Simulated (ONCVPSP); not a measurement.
## PBE ONCV dataset for Hf (Z = 72), scalar-relativistic all-electron reference.

hafnium (Hf), optimised norm-conserving Vanderbilt (ONCV), made with ONCVPSP 4.0.1 (PBE, scalar-relativistic). Core [Kr] 4d10 4f14, reference 5s2 5p6 5d2 6s2. Waves: 5s+6s: rc 1.85 bohr, ncon 4, nbas 7, qcut 5.2 1/bohr, 2 projectors; 5p: rc 1.60 bohr, ncon 4, nbas 7, qcut 9.1 1/bohr, 2 projectors, debl 3.2 Ha; 5d: rc 2.85 bohr, ncon 4, nbas 9, qcut 5 1/bohr, 1 projector. Local part: polynomial inside 1.00 bohr (lpopt 2, dvloc0 0 Ha). Core correction: Teter function, fcfact 1.75, rcfact 1.05.

All-electron outer shells of the reference configuration (PBE, scalar-relativistic, ld1.x):

| shell | level (eV) | outermost node (bohr) | outermost maximum (bohr) |
| --- | --- | --- | --- |
| 5s | -67.02 | 0.55 | 1.01 |
| 5p | -35.57 | 0.60 | 1.16 |
| 4f | -16.83 | – | 0.45 |
| 6s | -5.11 | 1.37 | 2.89 |
| 5d | -2.69 | 0.67 | 1.69 |

Results:

* Cutoffs needed: 26 Ha and 32 Ha (the cutoffs (Ha) at which the residual kinetic energy of the hardest occupied pseudo-wave falls to 1 and 0.1 mHa per electron)
* Ghost test: no bound ghost flagged; GHOST(+) flagged for s at 123.7 eV
* Configuration tests: 1 of 4 tests not solved or not reliable
* rms error of d²Exc/dni dnj: 7.40 mHa without and 4.54 mHa with the model core

Generation and tests took about 4.2 s on one core of a shared server CPU.
